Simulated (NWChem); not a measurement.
# C3HCl3; SMILES ClC=C=C(Cl)Cl

Program: NWChem. Coordinates come from a PBE-D3(BJ)/def2-SVP optimisation.

Estimate the computed values for Hartree-Fock/pcseg-2. Quantities: highest occupied level (eV); orbital gap (eV); dipole (D).


```json
{
  "highest occupied level (eV)": "-10.46",
  "orbital gap (eV)": "12.79",
  "dipole (D)": "1.38"
}
```
